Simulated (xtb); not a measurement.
BeCl (SMILES [Be+][Cl]), charge +1, singlet, geometry from GFN2-xTB (such geometries of metal compounds can be far from the true shape); GFN0-xTB (xtb 6.7.1).

xtb was given this input:
```
$ xtb mol.xyz --gfn 0 --chrg 1 --json

# file mol.xyz
2

Be    -0.00000000    -0.00000000    -1.34550453
Cl     0.00000000     0.00000000     0.31658930
```

It wrote (shortened):

```
   ID    Z sym.   atoms
    1    4 Be     1
    2   17 Cl     2

           -------------------------------------------------
          |                Calculation Setup                |
           -------------------------------------------------

           -------------------------------------------------
          |                 G F N 0 - x T B                 |
           -------------------------------------------------

          ...................................................
          :                      SETUP                      :
          :.................................................:
          :  # basis functions                  14          :
          :  # atomic orbitals                  13          :
          :  # shells                            5          :
          :  # electrons                         8          :
          :  electronic temp.          300.0000000     K    :
          :  accuracy                    1.0000000          :
          :  -> integral cutoff          0.2500000E+02      :
          :  -> integral neglect         0.1000000E-07      :
          ...................................................

         :::::::::::::::::::::::::::::::::::::::::::::::::::::
         ::                     SUMMARY                     ::
         :::::::::::::::::::::::::::::::::::::::::::::::::::::
         :: total energy              -3.272998859484 Eh    ::
         :: gradient norm              0.022515621708 Eh/a0 ::
         :: HOMO-LUMO gap              3.428389997645 eV    ::
         ::.................................................::
         :: H0 energy                 -4.775912631354 Eh    ::
         :: repulsion energy           0.021794191388 Eh    ::
         :: electrostat energy         1.481296194639 Eh    ::
         :: -> Gsolv                   0.000000000000 Eh    ::
         ::    -> Gsasa                0.000000000000 Eh    ::
         ::    -> Gshift               0.000000000000 Eh    ::
         :: dispersion energy         -0.000176614157 Eh    ::
         :: short-range corr.          0.000000000000 Eh    ::
         :: add. restraining           0.000000000000 Eh    ::
         :: total charge               1.000000000000 e     ::
         :::::::::::::::::::::::::::::::::::::::::::::::::::::

           -------------------------------------------------
          |                Property Printout                |
           -------------------------------------------------

    * Orbital Energies and Occupations

         #    Occupation            Energy/Eh            Energy/eV
      -------------------------------------------------------------
         1        2.0000           -0.9726480             -26.4671
         2        2.0000           -0.4757900             -12.9469
         3        2.0000           -0.4697592             -12.7828
         4        2.0000           -0.4697592             -12.7828 (HOMO)
         5                         -0.3437682              -9.3544 (LUMO)
         6                         -0.1385926              -3.7713
         7                         -0.1385926              -3.7713
         8                         -0.0686606              -1.8684
         9                         -0.0655184              -1.7828
        10                         -0.0655184              -1.7828
        11                         -0.0094160              -0.2562
        12                         -0.0094160              -0.2562
        13                          0.7092875              19.3007
      -------------------------------------------------------------
                  HL-Gap            0.1259910 Eh            3.4284 eV
             Fermi-level            0.0000000 Eh            0.0000 eV

     #   Z          covCN         q      C6AA      α(0)
     1   4 Be       0.765     0.708    81.405    24.682
     2  17 Cl       0.765     0.292    88.976    14.418

 Mol. C6AA /au·bohr⁶  :        319.446741
 Mol. C8AA /au·bohr⁸  :      13766.536464
 Mol. α(0) /au        :         39.099614

Wiberg/Mayer (AO) data.
largest (>0.10) Wiberg bond orders for each atom

 ---------------------------------------------------------------------------
     #   Z sym  total        # sym  WBO       # sym  WBO       # sym  WBO
 ---------------------------------------------------------------------------
     1   4 Be   1.191 --     2 Cl   1.191
     2  17 Cl   1.191 --     1 Be   1.191
 ---------------------------------------------------------------------------

Topologies differ in total number of bonds
Writing topology from bond orders to xtbtopo.mol

 dipole moment from electron density (au)
     X       Y       Z
   0.0000  -0.0000  -3.9549  total (Debye):   10.052

           -------------------------------------------------
          | TOTAL ENERGY               -3.272998859484 Eh   |
          | GRADIENT NORM               0.022515621708 Eh/α |
          | HOMO-LUMO GAP               3.428389997645 eV   |
           -------------------------------------------------

normal termination of xtb
```
